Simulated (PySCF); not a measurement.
A compound of formula C17H15OPS2 has these computed shifts in ppm, with the number of atoms in brackets (GIAO KT3/pcSseg-1, gas phase, PySCF SCF with an in-house response code, fitting set def2-universal-JFIT, grid level 2, non-relativistic, geometry: GFN2-xTB; 13C, 1H against isolated TMS; 17O against isolated H2O; 31P against isolated PH3; 33S against isolated CS2).

1H: 7.95 (1), 7.90 (2), 7.35 (2), 7.30 (2), 7.24 (1), 7.22 (2), 7.03 (2), 2.55 (3)
13C: 136.4 (1), 131.9 (2), 130.5 (1), 128.6 (1), 127.8 (2), 126.9 (2), 123.5 (2), 121.7 (2), 121.6 (1), 118.9 (2), 16.8 (1)
17O: 71.4 (1)
33S: 222.3 (2)
31P: 259.4 (1)

(1) Which structure gave them?

Answers

(1) C/C(=C\c1ccccc1)P(=O)(c1cccs1)c1cccs1 ((E)-(1-Phenylprop-1-en-2-yl)di(thiophen-2-yl)phosphine oxide). Other isomers were not compared.
